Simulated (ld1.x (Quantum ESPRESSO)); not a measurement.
## What one change does to a pseudopotential (silicon (Si), PAW)

silicon (Si), PAW, made with ld1.x (Quantum ESPRESSO) 7.5 (LDA (PZ), non-relativistic). Core [Ne], reference 3s2 3p1 (charge +1). Waves: 3s (bound): rcut 1.30, rcutus 1.50 bohr; 3s channel at -0.9 Ry: rcut 1.30, rcutus 1.50 bohr; 3p (bound): rcut 1.15, rcutus 1.40 bohr; 3p channel at -0.55 Ry: rcut 1.15, rcutus 1.40 bohr. Local part: all-electron potential smoothed inside 1.10 bohr (lloc = -1). Core correction: Bessel-smoothed model core inside 1.35 bohr. Augmentation charge: PSQ, inside the norm-conserving radii.

All-electron outer shells of the reference configuration (LDA (PZ), non-relativistic, ld1.x):

```tsv
shell	level (eV)	outermost node (bohr)	outermost maximum (bohr)
3s	-19.06	0.72	1.73
3p	-11.76	0.71	2.01
```

Change: local potential all-electron potential smoothed inside 1.56 bohr (lloc = -1).

Cutoffs: the cutoffs (Ry, on a coarse ladder) from which the occupation-weighted sum of valence levels, in a spherical-Bessel basis at the reference potential, stays within 10 and 1 mRy of its value at 400 Ry; they do not see the model core or the augmentation charge, which bear on the density cutoff. Errors are all-electron minus pseudo energies relative to the spin-unpolarised reference configuration.

What does the change do?

The potential gets softer (25 Ry and 30 Ry → 15 Ry and 30 Ry); the bound ghosts move from p, s to p; the errors of the 9 common tests hardly move. A state that the projectors do not describe sees the local part alone, so a deeper or shallower local part can create or remove a ghost.

| quantity | base | changed |
| --- | --- | --- |
| cutoff, loose | 25 Ry | 15 Ry |
| cutoff, tight | 30 Ry | 30 Ry |
| loose cutoff by channel (10 mRy a level) | s 8 Ry, p 25 Ry | s 12 Ry, p 6 Ry |
| bound ghosts | p, s | p |
| error for 3s2 3p2, meV [ΔE -7.84 eV] | -1.2 | -1.1 |
| error for 3s2 3p0, meV [ΔE 16.13 eV] | -6.3 | -5.9 |
| error for 3s1 3p0, meV [ΔE 50.20 eV] | -57 | -55 |
| error for 3s2 3p2.3, meV [ΔE -8.80 eV] | -1.4 | -1.3 |
| error for 3s0 3p4, meV [ΔE 5.82 eV] | -0.9 | -0.9 |
| error for 3s2 3p1.5, meV [ΔE -4.87 eV] | -0.5 | -0.4 |
| error for 3s1 3p2, meV [ΔE 7.35 eV] | -0.8 | -0.8 |
| error for 3s2 3p1 (spin-polarised), meV [ΔE -0.20 eV] | -0.3 | -0.3 |
| error for 3s2 3p2 (spin-polarised), meV [ΔE -8.45 eV] | -2.0 | -1.8 |
| lowest overlap eigenvalue by channel | s 0.55, p 0.80 | s 0.56, p 0.81 |

 A true bound ghost makes a file unfit for plane-wave use even where its test errors are small: the radial tests pick states by their node count and pass the ghost by.
